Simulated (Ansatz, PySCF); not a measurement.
The Ansatz (a quantum-chemistry and plane-wave program) input:
Ansatz 0.2 input:
```yaml
crystal:
  periodic: [false, false, false]
  atoms:
    - {symbol: O, position_ang: [0.08899710, 1.43088420, -0.08118659]}
    - {symbol: C, position_ang: [0.01343825, 0.20025079, 0.32899196]}
    - {symbol: H, position_ang: [0.01001676, 0.09169714, 1.48797866]}
    - {symbol: C, position_ang: [-1.29684950, -0.56613889, -0.11540926]}
    - {symbol: C, position_ang: [1.21578017, -0.72282944, -0.12266765]}
    - {symbol: H, position_ang: [-1.33010427, -0.62689202, -1.20297656]}
    - {symbol: H, position_ang: [1.23496983, -0.78685306, -1.21038645]}
    - {symbol: H, position_ang: [-2.16956349, -0.00875399, 0.22242518]}
    - {symbol: H, position_ang: [2.15291093, -0.27830859, 0.20993858]}
    - {symbol: H, position_ang: [-1.33652727, -1.57585545, 0.30207714]}
    - {symbol: H, position_ang: [1.13210721, -1.72980240, 0.29494585]}
basis:
  gaussian:
    orbitals: STO-3G
total_charge: -1
magnetization: {spin_polarized: false}
correlation: {method: ccsd_t, electrons: outside_noble_gas}
accuracy: high
```

Problem. Give the equivalent PySCF input.

Solution. Several could match; the one computed here: 
```python
from pyscf import gto, scf, cc

mol = gto.Mole()
mol.atom = '''
    O     0.088997    1.430884   -0.081187
    C     0.013438    0.200251    0.328992
    H     0.010017    0.091697    1.487979
    C    -1.296849   -0.566139   -0.115409
    C     1.215780   -0.722829   -0.122668
    H    -1.330104   -0.626892   -1.202977
    H     1.234970   -0.786853   -1.210386
    H    -2.169563   -0.008754    0.222425
    H     2.152911   -0.278309    0.209939
    H    -1.336527   -1.575855    0.302077
    H     1.132107   -1.729802    0.294946
'''
mol.basis = 'sto-3g'
mol.charge = -1
mol.spin = 0
mol.verbose = 4
mol.build()

mf = scf.RHF(mol)
mf.kernel()

mycc = cc.CCSD(mf, frozen=4)
mycc.kernel()
et = mycc.ccsd_t()
print('E(CCSD(T)) = %.10f' % (mycc.e_tot + et))
```

Both were run: Ansatz gave -190.126912 Eh and PySCF -190.126912 Eh, 0.000 mEh apart.
